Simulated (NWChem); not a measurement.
Species: Si2NH5F2; SMILES [SiH2](F)[Si@@H](N)F

```xyz
10

N      1.5692    -1.3155     0.2153
Si     0.0082    -0.8705    -0.3450
F     -1.2122    -1.7629     0.2661
Si    -0.4584     1.3322     0.3021
F      0.5531     2.3500    -0.4594
H      1.8681    -1.1431     1.1673
H      2.0650    -2.1002    -0.1908
H      0.0125    -1.1032    -1.8120
H     -1.8539     1.7193    -0.0435
H     -0.2732     1.5010     1.7726
```
Atoms are numbered in this order, from 1.

Program: NWChem. Pople sets run with spherical d functions. Structure relaxed at the B3LYP/6-31G* (spherical d) level. Level: B3LYP/6-31G* with SMD (1 M gas to 1 M solution), gas-phase geometry. Reactions with the solvent are ignored.

For solvent water:

- solvation free energy (kcal/mol): -1.7
- cavity-dispersion-structure term (kcal/mol): 4.6
- dipole in solution (D): 2.37

Task: What are these values for solvent toluene?

Result: solvation free energy (kcal/mol): -2.7
cavity-dispersion-structure term (kcal/mol): 0.8
dipole in solution (D): 2.15
